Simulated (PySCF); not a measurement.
Correlation energy of C⁺ (carbon, charge +1)

[He] 2s2 2p1, 2P determinant. Calculation: PySCF 2.14, in x2c-SVPall (3s2p1d, 14 functions); scalar relativity by spin-free X2C-1e. Frozen: 1s2; 3 electrons correlated.

MP2 pair energies summed by pair of shells (mhartree):

```
 pair  energy  share (%)
2s-2s  -25.82       61.8
2s-2p  -15.99       38.2
```

Total MP2 correlation energy: -41.80 mhartree.

Same-spin part -2.37 and opposite-spin part -39.43 mhartree; SCS-MP2 scales them by 1/3 and 6/5 to -48.11 mhartree.

```csv
level,correlation energy (mhartree)
CCSD,-66.64
(T),-0.74
CCSD(T),-67.38
```

Diagnostics: T1 = 0.0083, D1 = 0.0155, largest double amplitude 0.141.

**Question.** Is a single reference adequate?

**Answer.** Mostly. T1 lies below 0.03, but a double amplitude of this size points to a near-degeneracy that CCSD handles and MP2 describes poorly.
